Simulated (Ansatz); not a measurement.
`SB[SiH2][SeH]` + H₂Se → `[SeH][SiH2][SeH]` + `BS`  (cleavage of the Si–B bond)

Program: Ansatz. Geometries: PBE0-D4/def2-TZVP. ΔE: electronic, gas phase. CCSD(T)/CBS adds triple-zeta CCSD(T) − MP2 to the extrapolated MP2 energy (def2 sets, frozen cores). This one scheme is used for every species. DFT in def2-TZVPP. For Se outer-core shells are correlated without core-valence functions, which leaves a few kJ/mol of doubt a bond. Scalar relativity is left out up to krypton. One conformer a species, not always the lowest.

`SB[SiH2][SeH]`:

Cartesian coordinates in Å:
```
S -1.548 1.124 0.775
B -0.833 0.350 -0.635
Si 0.775 -0.821 -0.365
Se 1.486 -0.905 1.810
H -2.548 1.799 0.177
H -1.304 0.531 -1.717
H 1.881 -0.392 -1.266
H 0.450 -2.238 -0.684
H 1.642 0.553 1.904
```

H₂Se:

```xyz
3

Se    0.423   -0.235   -0.485
H    -0.058    1.096   -0.098
H    -0.365   -0.862    0.582
```

`[SeH][SiH2][SeH]`:

```xyz
7

Se    1.006    1.400   -0.995
Si    0.375   -0.156    0.538
Se   -1.627   -1.142    0.104
H     0.888    0.456   -2.114
H     1.317   -1.299    0.609
H     0.374    0.596    1.816
H    -2.333    0.145    0.042
```

`BS`:

Z-matrix (Å, degrees):
```
B
S 1 1.765
H 1 1.192 2 115.8
H 1 1.190 2 121.4 3 -180.0
H 2 1.344 1 99.2 3 180.0
```

```tsv
level	ΔE (kJ/mol)
r2SCAN0-D4	-75.2
CCSD/def2-SVP	-63.3
MP2/def2-TZVPP	-79.5
HF/CBS(def2)	-85.5
```

Task: What does CCSD(T)/CBS give? (An estimate is asked.)

Result: Ansatz gave: -74.6 kJ/mol. The listed levels differ from it by -0.6, 11.3, -4.9, -10.9 kJ/mol.

Task: What do rigid-rotor, harmonic-oscillator terms from PBE0-D4/def2-TZVP frequencies (298.15 K, 1 bar) make of the CCSD(T)/CBS value? (An estimate is asked.)

Result: The calculation gave: ΔZPE = +6.5 kJ/mol, ΔH = -70.1 kJ/mol, ΔS = -2 J/(mol·K), ΔG = -69.5 kJ/mol.

Largest T1 diagnostic among the species: 0.015.

Leaving LDA and LC-ωPBE aside and taking each functional with its dispersion term where it has one, the values, not all of them listed here, spread over 11.3 kJ/mol, from BHLYP-D4 to revPBE-D4. LDA lies +6.0 kJ/mol from PBE without D4. From BLYP to BHLYP (50 % exact exchange), in def2-TZVPP and without D4, ΔE moves by −6.2 kJ/mol.
